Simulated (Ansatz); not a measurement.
Reactions of C$_{4}$H$_{6}$Si, SMILES `C=CC1=C[SiH2]1`.

Computed with Ansatz on PBE0-D4/def2-TZVP structures; ΔE is electronic, products minus reactants. CCSD(T)/CBS is the MP2 limit (def2-TZVPP, def2-QZVPP) plus CCSD(T) − MP2 in def2-TZVPP, frozen cores. This one scheme is used for every species. Functionals use def2-TZVPP. For Ge, Se outer-core shells are correlated without core-valence functions, which leaves a few kJ/mol of doubt a bond. Scalar relativity is left out up to krypton. Each species was taken in one conformer, which may not be the lowest.

```
                                                                          reaction  CCSD(T)/CBS(def2) (kJ/mol)
                   `C=CC1=C[SiH2]1` + `N=C[SeH]` → `C=C/N=C\[SeH]` + `C1=C[SiH2]1`                          27
                `C=CC1=C[SiH2]1` + `[NH2][GeH3]` → `[GeH3][NH]C1=C[SiH2]1` + `C=C`                          14
`C=CC1=C[SiH2]1` + `Cl[SiH2][NH][GeH3]` → `C=C[N]([GeH3])[SiH2]Cl` + `C1=C[SiH2]1`                          40
                               `C=CC1=C[SiH2]1` + `OCF` → `FCOC1=C[SiH2]1` + `C=C`                           ?
```

Q: Fill in the missing values. (Estimate.)

A: The calculation gave: `C=CC1=C[SiH2]1` + `OCF` → `FCOC1=C[SiH2]1` + `C=C`: +53.6 kJ/mol.

Largest T1 diagnostic: 0.013, for `FCOC1=C[SiH2]1`.
